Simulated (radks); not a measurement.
Effect of the nuclear size on the chlorine ion Cl3+, [Ne] 3s2 3p2. All-electron calculation, Dirac Kohn-Sham, LDA (Slater exchange, Perdew-Wang correlation), spin-unpolarised, spherical densities, finite nucleus; open shells are shared between the two j in proportion to 2j + 1; Fermi nuclear charge, rms radius 3.3654 fm. Program: a radial shooting solver on a logarithmic mesh with Libxc functionals. The rms radius is varied about that value; shifts are against it.

rms radius (fm)  total energy shift (eV)  density at nucleus (e/bohr^3)  1s1/2 shift (meV)  2s1/2 shift (meV)
2.8875                          -0.00368                           3583              -1.55             -0.112
3.0558                          -0.00245                           3579              -1.03             -0.074
3.3654                                 0                           3572              0.000              0.000
3.6346                           0.00232                           3567              0.972              0.070
4.1798                           0.00755                           3558               3.17              0.229

Slopes of the eigenvalues against <r^2> in GHz/fm^2, as finite differences over the two radii next to the reference (eigenvalue slopes, not the field-shift constants of lines): 1s1/2 125, 2s1/2 9.01.
